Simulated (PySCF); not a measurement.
**Arsenic: a sound run and one with changed settings**

Sound run: As [Ar] 3d10 4s2 4p3, As⁺ [Ar] 3d10 4s2 4p2. Computed with PySCF 2.14 in 6-31G* (5s4p3d, 32 functions), with the non-relativistic Hamiltonian (point nucleus). In the sound run the correlated levels freeze [Ar] 3d10. The sound run starts from symmetry-adapted Hartree-Fock orbitals and uses a fine grid where one is needed.

Changed run: basis STO-3G. This setting is unsound on purpose.

```tsv
species	method	sound run (hartree)	changed run (hartree)	converged
As	UHF	-2233.90227	-2209.26367	yes
As	PBE0	-2235.25305	-2210.27862	yes
As	B3LYP	-2235.56133	-2210.47114	yes
As	MP2	-2233.95572	-2209.26367	yes
As⁺	UHF	-2233.55463	-2209.00633	yes
As⁺	PBE0	-2234.88566	-2210.00018	yes
As⁺	B3LYP	-2235.19833	-2210.19878	yes
As⁺	MP2	-2233.59668	-2209.01391	yes
As⁺	CCSD(T)	-2233.61398	-2209.01980	yes
```

Ionisation energy of As:

| method | sound run (eV) | changed run (eV) |
| --- | --- | --- |
| UHF | 9.460 | 7.003 |
| PBE0 | 9.997 | 7.577 |
| B3LYP | 9.878 | 7.411 |
| MP2 | 9.770 | 6.796 |
| SCS-MP2 | 9.657 | 6.755 |

A minimal basis cannot let orbitals breathe on ionisation and holds almost no correlation.

For comparison, NIST gives 9.789 eV between the lowest levels.
